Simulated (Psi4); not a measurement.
C₄H₃S (SMILES [c]1ccsc1), doublet, geometry from GFN2-xTB; WB97X/6-311G** (Psi4).

Here is a job for Psi4.
```
memory 2 GB

molecule mol {
0 2
  S    -0.004261    0.013358    1.148053
  C     0.019290    1.290200   -0.067535
  C    -0.017288   -1.194830   -0.085886
  C     0.015705    0.730941   -1.268439
  C    -0.004656   -0.668486   -1.339947
  H     0.033109    2.310608    0.249309
  H    -0.033643   -2.228570    0.199628
  H    -0.009603   -1.242711   -2.246940
}

set basis 6-311g**
set reference uks
set scf_type pk
set puream true
set d_convergence 1e-8
set dft_radial_points 99
set dft_spherical_points 590

energy('wb97x')
print_variables()
```

What the program printed (banner, timings and long lists left out):

```
   => Loading Basis Set <=

    Name: 6-311G**
    Role: ORBITAL
    Keyword: BASIS

         ---------------------------------------------------------
                                   SCF
               by Justin Turney, Rob Parrish, Andy Simmonett
                          and Daniel G. A. Smith
                              UKS Reference
         ---------------------------------------------------------

  ==> Geometry <==

    Molecular point group: c1
    Full point group: C1

    Geometry (in Angstrom), charge = 0, multiplicity = 2:

       Center              X                  Y                   Z               Mass
    ------------   -----------------  -----------------  -----------------  -----------------
         S           -0.004383448527    -0.000512956634     1.126944930046    31.972071174400
         C            0.019167551473     1.276329043366    -0.088643069954    12.000000000000
         C           -0.017410448527    -1.208700956634    -0.106994069954    12.000000000000
         C            0.015582551473     0.717070043366    -1.289547069954    12.000000000000
         C           -0.004778448527    -0.682356956634    -1.361055069954    12.000000000000
         H            0.032986551473     2.296737043366     0.228200930046     1.007825032230
         H           -0.033765448527    -2.242440956634     0.178519930046     1.007825032230
         H           -0.009725448527    -1.256581956634    -2.268048069954     1.007825032230

  Running in c1 symmetry.

  Rotational constants: A =      0.27885  B =      0.19013  C =      0.11305 [cm^-1]
  Rotational constants: A =   8359.72403  B =   5699.99524  C =   3389.14215 [MHz]
  Nuclear repulsion =  193.341966004434028

  Charge       = 0
  Multiplicity = 2
  Electrons    = 43
  Nalpha       = 22
  Nbeta        = 21

  ==> Algorithm <==

  SCF Algorithm Type is PK.
  DIIS enabled.
  MOM disabled.
  Fractional occupation disabled.
  Guess Type is SAD.
  Energy threshold   = 1.00e-06
  Density threshold  = 1.00e-08
  Integral threshold = 1.00e-12

  ==> Primary Basis <==

  Basis Set: 6-311G**
    Blend: 6-311G**
    Number of shells: 56
    Number of basis functions: 116
    Number of Cartesian functions: 121
    Spherical Harmonics?: true
    Max angular momentum: 2

  ==> DFT Potential <==

   => LibXC <=

    Version 7.1.2
    S. Lehtola, C. Steigemann, M. J. T. Oliveira, and M. A. L. Marques,  SoftwareX 7, 1–5 (2018) (10.1016/j.softx.2017.11.002)

   => Composite Functional: WB97X <=

    wB97X Hyb-GGA Exchange-Correlation Functional

    J.-D. Chai and M. Head-Gordon,  J. Chem. Phys. 128, 084106 (2008) (10.1063/1.2834918)

    Deriv               =              1
    GGA                 =           TRUE
    Meta                =          FALSE

    Exchange Hybrid     =           TRUE
    MP2 Hybrid          =          FALSE

   => Exchange-Correlation Functionals <=

    1.0000   wB97X range-separated functional

   => Exact (HF) Exchange <=

    0.8423            HF,LR [omega = 0.3000]
    0.1577               HF

   => LibXC Density Thresholds  <==

    XC_HYB_GGA_XC_WB97X:  1.00E-14

   => Molecular Quadrature <=

    Radial Scheme          =       TREUTLER
    Pruning Scheme         =           NONE
    Nuclear Scheme         =       TREUTLER

    Blocking Scheme        =         OCTREE
    BS radius alpha        =              1
    Pruning alpha          =              1
    Radial Points          =             99
    Spherical Points       =            590
    Total Points           =         441037
    Total Blocks           =           3135
    Max Points             =            256
    Max Functions          =            116
    Weights Tolerance      =       1.00E-15

  ==> Integral Setup <==

  Using in-core PK algorithm.
   Calculation information:
      Number of atoms:                   8
      Number of AO shells:              56
      Number of primitives:            109
      Number of atomic orbitals:       121
[...]
   @UKS iter   2:  -552.18808621494679   -5.47332e-02   4.03366e-03 ADIIS/DIIS
   @UKS iter   3:  -552.30100610919965   -1.12920e-01   7.59841e-04 ADIIS/DIIS
   @UKS iter   4:  -552.30453869973474   -3.53259e-03   2.25318e-04 ADIIS/DIIS
   @UKS iter   5:  -552.30515530071045   -6.16601e-04   1.09131e-04 ADIIS/DIIS
   @UKS iter   6:  -552.30531420716829   -1.58906e-04   3.71216e-05 DIIS
   @UKS iter   7:  -552.30536844219273   -5.42350e-05   2.11015e-05 DIIS
   @UKS iter   8:  -552.30538890753303   -2.04653e-05   1.28042e-05 DIIS
   @UKS iter   9:  -552.30539872026191   -9.81273e-06   8.81795e-06 DIIS
   @UKS iter  10:  -552.30540362689885   -4.90664e-06   5.06187e-06 DIIS
   @UKS iter  11:  -552.30540572124278   -2.09434e-06   2.31437e-06 DIIS
   @UKS iter  12:  -552.30540608384956   -3.62607e-07   1.31830e-06 DIIS
   @UKS iter  13:  -552.30540618493353   -1.01084e-07   6.04912e-07 DIIS
   @UKS iter  14:  -552.30540620415923   -1.92257e-08   2.53033e-07 DIIS
   @UKS iter  15:  -552.30540620779755   -3.63832e-09   9.76451e-08 DIIS
   @UKS iter  16:  -552.30540620810496   -3.07409e-10   4.75248e-08 DIIS
   @UKS iter  17:  -552.30540620815941   -5.44560e-11   1.95256e-08 DIIS
   @UKS iter  18:  -552.30540620817044   -1.10276e-11   8.43246e-09 DIIS
  Energy and wave function converged.

  ==> Post-Iterations <==

   Electrons on quadrature grid:
      Nalpha   =   21.9999998269 ; deviation = -1.731e-07
      Nbeta    =   20.9999998256 ; deviation = -1.744e-07
      Ntotal   =   42.9999996526 ; deviation = -3.474e-07

   @Spin Contamination Metric:   1.194634722E-02
   @S^2 Expected:                7.500000000E-01
   @S^2 Observed:                7.619463472E-01
   @S   Expected:                5.000000000E-01
   @S   Observed:                5.000000000E-01

    Orbital Energies [Eh]
    ---------------------

    Alpha Occupied:

[...]
      22A     -0.343974

    Alpha Virtual:

[...]
     116A    188.851163

    Beta Occupied:

[...]
    Beta Virtual:

[...]
    Final Occupation by Irrep:
              A
    DOCC [    21 ]
    SOCC [     1 ]
    NA   [    22 ]
    NB   [    21 ]

  @UKS Final Energy:  -552.30540620817044

   => Energetics <=

    Nuclear Repulsion Energy =            193.3419660044340276
    One-Electron Energy =               -1139.9583717729319687
    Two-Electron Energy =                 429.7137103369715305
    DFT Exchange-Correlation Energy =     -35.4027107766439286
    Empirical Dispersion Energy =           0.0000000000000000
    VV10 Nonlocal Energy =                  0.0000000000000000
    Total Energy =                       -552.3054062081704387

  UHF NO Occupations:
  HONO-2 :   20  A 1.9987560
  HONO-1 :   21  A 1.9960364
  HONO-0 :   22  A 1.0000000
  LUNO+0 :   23  A 0.0039636
  LUNO+1 :   24  A 0.0012440
  LUNO+2 :   25  A 0.0002784
  LUNO+3 :   26  A 0.0002179

Computation Completed

Properties will be evaluated at   0.000000,   0.000000,   0.000000 [a0]

Properties computed using the SCF density matrix

 Multipole Moments:

 ------------------------------------------------------------------------------------
     Multipole            Electronic (a.u.)      Nuclear  (a.u.)        Total (a.u.)
 ------------------------------------------------------------------------------------

 L = 1.  Multiply by 2.5417464519 to convert [e a0] to [Debye]
 Dipole X            :          0.0066020           -0.0099632           -0.0033612
 Dipole Y            :          0.9061022           -1.1271198           -0.2210177
 Dipole Z            :          1.7413301           -1.7151986            0.0261315
 Magnitude           :                                                    0.2225825

 ------------------------------------------------------------------------------------

  Variable Map:
  ----------------------------------------------------------------------------
[...]
  Array Variable Map:
  ----------------------------------------------------------------------------
[...]
[...]
```
